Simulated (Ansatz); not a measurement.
Basis-set extrapolation for `CCOCOCC` (PBE0-D4/def2-TZVP geometry, frozen core, Ansatz 0.2.0). Multiplicity 1, RHF reference.

|  | def2-TZVPP | def2-QZVPP |
| --- | --- | --- |
| HF | -346.170533 | -346.186908 |
| MP2 correlation | -1.344601 | -1.437591 |
| CCSD(T) correlation | -1.458643 | not run |

Energies in hartree. Use E(X) = E(∞) + A·exp(−7.88·√X) for Hartree–Fock and E(X) = E(∞) + B·X^(−2.97) for correlation, with X = 3 and 4, and add CCSD(T) minus MP2 of the smaller set to the MP2 limit.

What is the CCSD(T) energy at the basis-set limit?

HF limit: -346.186908 + (-0.016375) × 0.13774 = -346.18916. MP2 limit: -1.437591 + (-0.092990) × 0.74074 = -1.50647. Higher-order term: -1.458643 − (-1.344601) = -0.11404. Total: -347.80967 hartree, 473.9 kJ/mol below CCSD(T)/def2-TZVPP.
